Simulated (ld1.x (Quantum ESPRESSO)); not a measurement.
**Scattering properties, PAW potential for Ce**

ld1.x (Quantum ESPRESSO) 7.5 input, shortened:

```
&input
   title='Ce', zed=58., rel=1, dft='PZ', iswitch=3,
   config='[Xe] 4f1 5d1 6s1 6p0'
 /
 &inputp
   pseudotype=3, lpaw=.true., tm=.true., lloc=-2, rcloc=2.15,
   nlcc=.true., new_core_ps=.true.,
   which_augfun='BESSEL', rmatch_augfun=2.00
 /
6
5S  1  0   2.00   0.00  1.90  2.45  0.0
6S  2  0   1.00   0.00  1.90  2.45  0.0
5P  2  1   6.00   0.00  2.25  2.65  0.0
6P  3  1   0.00   0.00  2.25  2.65  0.0
5D  3  2   1.00   0.00  2.55  3.35  0.0
5D  3  2   0.00   1.15  2.55  3.35  0.0
 &test
   configts(1)='5s2 5p6 5d1 6s1 6p0'
 /
```

The phase is arctan(r·u′/u) with u = r·R(r), unwrapped; energies in Ry, scanned from -5 to 5 Ry. A pole is an energy at which the radial function vanishes at the test radius. The pseudo phase is shifted by a multiple of π to meet the all-electron one at the reference energy, and phase errors are pseudo minus all-electron; the curves can meet again beyond the range given. Levels narrower than the energy grid can be missing from the lists of poles.

Task: For each channel, where are the poles, and over which energies does the pseudopotential scatter like the atom?

Result:

```csv
channel,radius (bohr),reference energy (Ry),"poles, all-electron","poles, pseudo",unbroken range about the reference energy with phases within 0.05 rad,phase error 1 Ry above the reference energy (rad)
s,3.65,-0.64,"-3.42, 0.69","-3.42, 0.88",below 1.1,+0.012
p,3.65,-0.41,"-2.10, 1.55","-2.10, 1.61",-4.4 to 3.0,+0.004
d,3.65,-0.64,"-0.31, 3.15","-0.31, 2.88",below 3.3,-0.003
```

The ghost test of this file was not conclusive. Its overlap operator is not positive definite in a basis up to 400 Ry (lowest eigenvalue s -3.55, p -0.40), so the file is unfit for use: the generalised eigenproblem breaks down once the basis is large enough, and its test numbers describe a broken file.

Phases in the d channel:

```tsv
E (Ry)	all-electron	pseudo
-5.00	1.440	1.440
-4.48	1.432	1.431
-3.96	1.421	1.421
-3.44	1.408	1.407
-2.92	1.390	1.389
-2.40	1.364	1.363
-1.88	1.321	1.319
-1.36	1.221	1.219
-0.84	0.469	0.465
-0.32	-1.563	-1.565
0.20	-1.777	-1.779
0.72	-2.049	-2.052
1.24	-3.431	-3.432
1.76	-4.406	-4.415
2.28	-4.593	-4.608
2.80	-4.675	-4.701
3.32	-4.729	-4.779
3.84	-4.778	-4.906
4.36	-4.838	-5.605
4.88	-4.946	-7.510
```
